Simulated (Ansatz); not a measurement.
Si₂₅PH₃₆, a doped nanocrystal cut from the lattice of silicon (P on a surface site), 62 atoms. Hardware: 4 threads of AMD EPYC 7R13 on a shared host and a share (37 GiB) of an NVIDIA H100 80GB HBM3.

Correlated methods freeze 130 core orbitals. Single mean-field runs in def2-SVP, def2-mTZVP are fitted with def2-universal-jkfit.

(1) How many basis functions does each of these Ansatz runs have, and roughly what does it cost? PBE-D4/def2-SVP, charge 0 doublet, energy and forces, from earlier orbitals; HF/STO-3G, charge 0 doublet, energy; r2SCAN-D4/def2-SVP, charge 0 doublet, energy, from earlier orbitals; HF/def2-SVP, charge 0 doublet, energy, from earlier orbitals; r2SCAN-D4/def2-mTZVP, charge 0 doublet, energy, from earlier orbitals; PBE0-D4/def2-SVP, charge 0 doublet, energy, from earlier orbitals; MP2/def2-SVP, charge 0 doublet, energy, from earlier orbitals; PBE-D4/def2-SVP, charge 0 doublet, relaxation, 11 steps.

Answers

(1) Other jobs shared the machine, so times can vary by a factor of up to 3.

| run | functions | fitting or Cholesky vectors | wall time | peak host memory (GiB) |
| --- | --- | --- | --- | --- |
| HF/STO-3G, charge 0 doublet, energy | 270 | 3064 | 3 s | 0.91 |
| PBE-D4/def2-SVP, charge 0 doublet, energy and forces, from earlier orbitals | 648 | 3976 | 7.5 s | 1.3 |
| r2SCAN-D4/def2-mTZVP, charge 0 doublet, energy, from earlier orbitals | 680 | 3976 | 9.5 s | 1.7 |
| r2SCAN-D4/def2-SVP, charge 0 doublet, energy, from earlier orbitals | 648 | 3976 | 9.6 s | 1.7 |
| HF/def2-SVP, charge 0 doublet, energy, from earlier orbitals | 648 | 3976 | 11 s | 1.1 |
| PBE0-D4/def2-SVP, charge 0 doublet, energy, from earlier orbitals | 648 | 3976 | 15 s | 1.3 |
| MP2/def2-SVP, charge 0 doublet, energy, from earlier orbitals | 648 | 6216 | 17 s | 1.5 |
| PBE-D4/def2-SVP, charge 0 doublet, relaxation, 11 steps | 648 | 3976 | 51 s | 1.4 |
